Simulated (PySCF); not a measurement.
**Correlation energy of Ge²⁺ (germanium, charge +2)**

[Ar] 3d10 4s1 4p1, high-spin 3P determinant (an excited configuration). All numbers are calculated (PySCF 2.14, scalar relativity by spin-free X2C-1e, in aug-cc-pVQZ-DK (8s7p5d3f2g, 93 functions)). Frozen: [Ar] 3d10; 2 electrons correlated.

With two correlated electrons CCSD is exact within the correlated space (frozen core and kept virtual orbitals).

| level | correlation energy (mhartree) |
| --- | --- |
| CCSD | -4.07 |

Diagnostics: T1 = 0.0023, D1 = 0.0041, largest double amplitude 0.028.

Cost of the coupled-cluster step: of the order of 7 core-seconds, for 2 correlated electrons.

Iterations:

```
CC2 = 0
CCSD nocc = (np.int64(2), np.int64(0)), nmo = (79, 79)
frozen orbitals [[0, 1, 2, 3, 4, 5, 6, 7, 8, 9, 10, 11, 12, 13], [0, 1, 2, 3, 4, 5, 6, 7, 8, 9, 10, 11, 12, 13]]
max_cycle = 100
direct = 0
conv_tol = 1e-08
conv_tol_normt = 1e-06
diis_space = 8
diis_start_cycle = 0
Init t2, MP2 energy = -0.00262670633829949
Init E_corr(UCCSD) = -0.0026267063416407
cycle = 1  E_corr(UCCSD) = -0.00348932369158949  dE = -0.00086261735  norm(t1,t2) = 0.0140671
cycle = 2  E_corr(UCCSD) = -0.00382293937560075  dE = -0.000333615684  norm(t1,t2) = 0.00618149
cycle = 3  E_corr(UCCSD) = -0.00407667036183217  dE = -0.000253730986  norm(t1,t2) = 0.00280959
cycle = 4  E_corr(UCCSD) = -0.00407361618228069  dE = 3.05417955e-06  norm(t1,t2) = 0.000155094
cycle = 5  E_corr(UCCSD) = -0.00407372009732335  dE = -1.03915043e-07  norm(t1,t2) = 1.19211e-05
cycle = 6  E_corr(UCCSD) = -0.00407369101788322  dE = 2.90794401e-08  norm(t1,t2) = 1.07517e-06
cycle = 7  E_corr(UCCSD) = -0.0040736978971377  dE = -6.87925448e-09  norm(t1,t2) = 1.21542e-07
UCCSD converged
E(UCCSD) = -2095.992600522775  E_corr = -0.004073697897137701
```
